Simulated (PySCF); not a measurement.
Molecule: 2-bromofuran, C₄H₃BrO (charge 0, singlet). SMILES: Brc1ccco1
Geometry from a B3LYP-D3(BJ)/def2-TZVP (Ansatz) optimisation:
```xyz
9

Br     1.5034    -0.2805    -0.0023
C     -0.3076     0.1641    -0.0095
C     -0.9459     1.3561    -0.1091
C     -2.3436     1.0460    -0.0535
C     -2.4372    -0.2989     0.0743
O     -1.1885    -0.8581     0.1030
H     -0.4844     2.3223    -0.2085
H     -3.1634     1.7423    -0.1032
H     -3.2583    -0.9877     0.1545
```

Dispersion corrections to the total energy (kcal/mol) from the dftd3 and dftd4 libraries through PySCF: D3(BJ) without and D4 with the three-body term, each with the damping fitted for the functional named.

```csv
functional,D3(BJ),D4
BP86,-8.61,[?]
B2GP-PLYP,-3.55,-2.35
BLYP,-11.38,[?]
PBE0,-4.57,[?]
B3LYP,-9.31,-9.05
HF,-43.17,-20.79
LC-wPBE,-5.04,-6.22
```

Question: What belongs in the gaps?

Answer: 
- BP86, D4: -7.51
- BLYP, D4: -12.53
- PBE0, D4: -4.70
